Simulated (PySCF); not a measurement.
**Magnetisability: SMILES Cc1nnc(Cl)n1C, C$_{4}$H$_{6}$ClN$_{3}$**

Geometry:
```tsv
atom	x (Å)	y (Å)	z (Å)
C1	-1.917	0.051	0.134
C2	-0.651	-0.673	-0.104
N3	-0.526	-1.938	-0.383
N4	0.779	-2.221	-0.526
C5	1.434	-1.118	-0.330
Cl6	3.112	-0.922	-0.390
N7	0.585	-0.081	-0.052
C8	0.909	1.290	0.211
H9	-2.738	-0.654	0.057
H10	-1.921	0.500	1.127
H11	-2.052	0.843	-0.602
H12	0.389	1.629	1.107
H13	1.984	1.374	0.359
H14	0.612	1.920	-0.631
```

Method used: PySCF, GIAO B97-2/pcSseg-1 magnetisability, rotational g tensor and spin-rotation constants, non-relativistic, gas phase. Geometry: GFN2-xTB.

Question: How diamagnetic is it, and how anisotropic?

Answer: Isotropic -1299 × 10⁻³⁰ J/T², or -78.2 × 10⁻⁶ cm³/mol; principal values -1709, -1110, -1077 × 10⁻³⁰ J/T², anisotropy 616 × 10⁻³⁰ J/T² (root of half the summed squared differences of the principal values). The susceptibility is in cgs units.

Question: Split it along the inertial axes a, b, c into diamagnetic and paramagnetic parts about the centre of mass, with the quadrupole moment.

Answer: 
| axis | χ (10⁻⁶ cm³/mol) | diamagnetic (10⁻⁶ cm³/mol) | paramagnetic (10⁻⁶ cm³/mol) | summed x² of all electrons (Å²) | quadrupole Θ (D Å) |
| --- | --- | --- | --- | --- | --- |
| a | -65.0 | -447.8 | 382.9 | 207.8 | +5.84 |
| b | -66.8 | -942.2 | 875.4 | 91.3 | -5.98 |
| c | -102.9 | -1268.8 | 1165.9 | 14.3 | +0.14 |

Anisotropies 2χaa − χbb − χcc = +39.8 and 2χbb − χaa − χcc = +34.3 × 10⁻⁶ cm³/mol. Θ is traceless in Buckingham's convention.

Question: And the rotational g tensor?

Answer: 
| axis | rotational constant (GHz) | g | nuclear part | electronic part |
| --- | --- | --- | --- | --- |
| a | 3.5396 | -0.0552 | 0.5815 | -0.6367 |
| b | 1.3657 | -0.0157 | 0.5460 | -0.5616 |
| c | 0.9978 | +0.0038 | 0.5503 | -0.5465 |

Asymmetric top; isotopes 12C, 35Cl, 1H, 14N; no vibrational averaging.
